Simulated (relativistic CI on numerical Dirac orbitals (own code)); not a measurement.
Mn2+ in a cubic cluster: L2,3 absorption with charge transfer

Computed with a charge-transfer multiplet model of a cubic metal-ligand cluster with up to 3 ligand holes, Slater and spin-orbit integrals from Dirac-Coulomb-Breit ions, Slater integrals scaled by 0.8. The ground state mixes d5 with configurations of k ligand holes L, whose averages lie at kΔ + k(k − 1)U_dd/2; a core hole lowers each added d electron by U_cd. 20 K, Lorentzian 0.4 eV and Gaussian 0.3 eV FWHM.

Atomic integrals in eV (Slater integrals scaled, ζ unscaled), ground: F2dd 8.204, F4dd 5.095, zeta_d 0.037; with the core hole: F2dd 8.873, F4dd 5.517, zeta_d 0.052, zeta_core 6.792, F2cd 5.084, G1cd 3.747, G3cd 2.127.

Cluster parameters (eV): Δ = 6.3, U_dd = 6.2, U_cd = 7.3, 10Dq(ligand) = 0.8, V(eg) = 1.95, V(t2g) = -0.95, final-state hopping factor = 0.9.

```csv
Case,n_d,d5,d6L,d7L2,d8L3,S
10Dq = 1.25 eV,5.12,0.89,0.11,0.00,0.00,2.50
10Dq = 1.55 eV,5.12,0.89,0.11,0.00,0.00,2.50
10Dq = 2.45 eV,5.22,0.79,0.20,0.01,0.00,0.51
```

Weights, n_d and S are thermal averages at 20 K. Photon energies count from the first peak over 30 % of the highest in each spectrum, which can be another peak from case to case. The parameters are a model scan and need not match a compound or its usual spin state. Peaks in eV (height, largest 100):
- 10Dq = 1.25 eV: 0.0 (36), 1.6 (100), 2.8 (28), 4.7 (9), 5.5 (7), 11.0 (14), 12.7 (22), 13.8 (16)
- 10Dq = 1.55 eV: 0.0 (39), 1.9 (100), 3.0 (25), 4.9 (8), 5.7 (6), 11.0 (14), 12.9 (20), 14.0 (14)
- 10Dq = 2.45 eV: 0.0 (41), 2.2 (52), 3.6 (100), 5.6 (15), 13.5 (65), 15.3 (12)

For the case 10Dq = 1.55 eV, Δ = 6.3 eV is larger than U_dd = 6.2 eV, the Mott-Hubbard side of the Zaanen-Sawatzky-Allen scheme. With the core hole the configuration with one ligand hole lies at Δ + U_dd − U_cd = 5.2 eV above the one without, against Δ in the ground state. The added d electron screens the hole, so the order of the configurations is kept and charge-transfer satellites are weaker than in photoemission. The thermal average of S changes within this range, from 2.5 to 0.5; a value between half-integers is an average over states of different spin.
